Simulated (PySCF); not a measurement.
## Heteronuclear NMR

Atom-mapped SMILES (the numbers label the heavy atoms): `[CH3:1][N:2]([CH3:3])[C@@H:4]([SiH3:5])[Si@@H:6]([NH2:7])[PH2:8]` (H(Xn): hydrogen on atom n).

Method: GFN2-xTB structure, σ from GIAO-PBE0/pcSseg-1, in PySCF 2.14 (isolated molecule, non-relativistic Hamiltonian, fast rotation and ring inversion assumed for equivalent nuclei, single conformer).

Q: Predict the 31P NMR data.

A: 
| atoms | environment | σ (ppm) | δ (ppm) |
| --- | --- | --- | --- |
| P8 | phosphorus bonded to Si, 2 H | 618.7 | -242.4 |

Shieldings were converted by a linear fit to measured shifts: 31P: δ = 270.09 − 0.828σ (rms 18.1 ppm, 64 shifts vs H3PO4, solution or neat liquid). Occasional misses reach two or three times the rms, and more in compound classes unlike the fitted ones.

On a 400 MHz spectrometer 31P resonates near 161.9 MHz, so 1 ppm is 161.9 Hz.

Q: Predict the 29Si NMR data.

A: 
| atoms | environment | σ (ppm) | δ (ppm) |
| --- | --- | --- | --- |
| Si6 | silicon bonded to C, N, P, H | 364.9 | -19.9 |
| Si5 | silicon bonded to C, 3 H | 450.5 | -90.3 |

Shieldings were converted by a linear fit to measured shifts: 29Si: δ = 279.94 − 0.822σ (rms 8.9 ppm, 72 shifts, 25.8 ppm with the 6 outliers that the fit left out vs TMS, solution or neat liquid). Occasional misses reach two or three times the rms, and more in compound classes unlike the fitted ones.

On a 400 MHz spectrometer 29Si resonates near 79.5 MHz, so 1 ppm is 79.5 Hz.

Q: Where does 15N resonate?

A: 
| atoms | environment | σ (ppm) | δ (ppm) |
| --- | --- | --- | --- |
| N2 | amine nitrogen | 240.6 | -369.7 |
| N7 | nitrogen bonded to Si, 2 H | 262.5 | -389.9 |

Shieldings were converted by a linear fit to measured shifts: 15N (scatter 6.3 ppm rms vs CH3NO2, solution or neat liquid). Occasional misses reach two or three times the rms, and more in compound classes unlike the fitted ones.

On a 400 MHz spectrometer 15N resonates near 40.5 MHz, so 1 ppm is 40.5 Hz.
